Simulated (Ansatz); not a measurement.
Program: Ansatz. Geometries: PBE0-D4/def2-TZVP. ΔE: electronic, gas phase. CCSD(T)/CBS is the MP2 limit (def2-TZVPP, def2-QZVPP) plus CCSD(T) − MP2 in def2-TZVPP, frozen cores. This one scheme is used for every species. Functionals use def2-TZVPP. HSE06 is defined as in plane-wave codes. Each species was taken in one conformer, which may not be the lowest.

Reaction (redistribution): `BS` + `C=[C]([AlH2])BO` → `BC(=C)BO` + `[AlH2][SH]`

```tsv
level	ΔE (eV)
HSE06-D4	-0.44
CAM-B3LYP-D4	-0.45
r2SCAN0	-0.47
CCSD/def2-TZVPP	-0.45
```

Q: What does CCSD(T)/CBS give? (Estimate.)

A: The calculation gave: -0.46 eV. The listed levels differ from it by 0.02, 0.01, -0.01, 0.01 eV.

Largest T1 diagnostic among the species: 0.015.

Leaving LDA and LC-ωPBE aside and taking each functional with its dispersion term where it has one, the values, not all of them listed here, spread over 0.11 eV, from BHLYP-D4 to revPBE-D4. From BLYP to BHLYP (50 % exact exchange), in def2-TZVPP and without D4, ΔE moves by −0.10 eV.
